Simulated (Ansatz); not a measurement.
Ideal-gas functions of BFH$_{3}$ISi (`B[SiH](F)I`) at 400 K and 1 bar, from an Ansatz frequency run at PBE0-D4/def2-TZVP.

Molar mass 187.82 g/mol, point group C1 (symmetry number 1), electronic degeneracy 1, moments of inertia 78.958, 308.245, 355.793 u Å². Harmonic wavenumbers (cm⁻¹, unscaled): 141, 168, 221, 315, 569, 594, 644, 688, 837, 864, 932, 1114, 2266, 2602, 2709.

Use S(trans) = R[1.5 ln M + 2.5 ln T − 1.1517]; rotational temperatures θ = 24.2544 K / I; S(rot) = R[ln(√π/σ · √(T³/θAθBθC)) + 1.5]; for each mode x = 1.438777 ν̃/T, S = R[x/(eˣ − 1) − ln(1 − e⁻ˣ)] and H = RT x/(eˣ − 1); 1 cm⁻¹ = 0.0119627 kJ/mol; R = 8.31446 J/(mol·K).

Problem. By hand: the entropy, in J/(mol·K).

Solution. Translation 180.3. Rotation: θ = 0.3072, 0.0787, 0.0682 K, giving 118.6. Vibration, mode by mode: 14.05, 12.63, 10.44, 7.71, 3.67, 3.42, 2.97, 2.62, 1.72, 1.59, 1.31, 0.77, 0.02, 0.01, 0.01, in all 62.9. Electronic 0.0. Sum 361.8 J/(mol·K).

Problem. By hand: H − E and G − E in kJ/mol, counted from the electronic energy.

Solution. Zero-point energy ½ × 14664 × 0.0119627 = 87.7; thermal vibration 14.2; translation, rotation and pV give 4 RT = 13.3. H − E = 115.2 kJ/mol, and G − E = 115.2 − 400 × 361.8/1000 = -29.5 kJ/mol.

Vibration gives 17 % of the entropy, 14.0 J/(mol·K) of it from the mode under 150 cm⁻¹: soft modes count most, and the harmonic formula is weakest for them. The sum counts one conformer and one mirror image; others add a mixing term.
